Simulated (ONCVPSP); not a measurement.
# Which setting gave this result? (Fe, ONCV)

Base potential:

ONCVPSP 4.0.1 input, shortened (lines: element, Z, core and valence counts, functional; n l f; lmax; l rc ep ncon nbas qcut; lloc lpopt rc5 dvloc0; l nproj debl; icmod fcfact rcfact), PBE, scalar-relativistic:

```
  Fe 26.00    3    4        4      upf
    1    0    2.00
    2    0    2.00
    2    1    6.00
    3    0    2.00
    3    1    6.00
    3    2    6.50
    4    0    1.50
    2
    0    1.45    0.00    3    6    7.10
    1    0.95    0.00    4    9   10.30
    2    1.65    0.00    4    9    7.40
    4    5    0.80   -1.00
    0    2    0.60
    1    3    3.00
    2    1    3.50
    1    0.70    0.00
```

Cutoffs, loose and tight: the cutoffs (Ha) at which the residual kinetic energy of the hardest occupied pseudo-wave falls to 1 and 0.1 mHa per electron. They do not see the model core or the augmentation charge, which bear on the density cutoff. Test errors are all-electron minus pseudo excitation energies from the reference, over the configurations 3s2 3p6 3d6 4s2; 3s2 3p6 3d6 4s1; 3s2 3p6 3d6 4s0; 3s2 3p6 3d5 4s2; variants that change the core or the reference have their own tests.

Only the scale of all radii but the core radius (base = 1) is moved:

```
scale of all radii but the core radius (base = 1)  cutoff, loose  cutoff, tight  bound ghosts  largest test error (meV)  median size of the test errors
                                             0.77         191 Ha         419 Ha             p                       +44                         4.3 meV
                                             0.82         157 Ha         377 Ha             p                       +66                         5.9 meV
                                             0.88         124 Ha         238 Ha          none                       +93                         7.9 meV
                                             0.98          38 Ha         115 Ha          none                      +145                        12.4 meV
                                             1.08          32 Ha          62 Ha          none                      +211                        18.8 meV
                                             1.13          33 Ha          39 Ha          none                      +246                        22.4 meV
                                              1.2          33 Ha          40 Ha          none                      +310                        29.5 meV
                                             1.25          34 Ha          41 Ha          none                      +359                        34.8 meV
                                             1.31          34 Ha          41 Ha          none                      +411                        41.0 meV
```

**Question.** One more run gave cutoff, loose: 31 Ha; cutoff, tight: 102 Ha; bound ghosts: none; largest test error (meV): +167; median size of the test errors: 14.4 meV. Which value of the scale of all radii but the core radius (base = 1) was used?

**Answer.** 1.02. The median size of the test errors moves one way along this sweep, from 4.3 meV at 0.77 to 41.0 meV at 1.31, which places the run between 0.98 and 1.08.
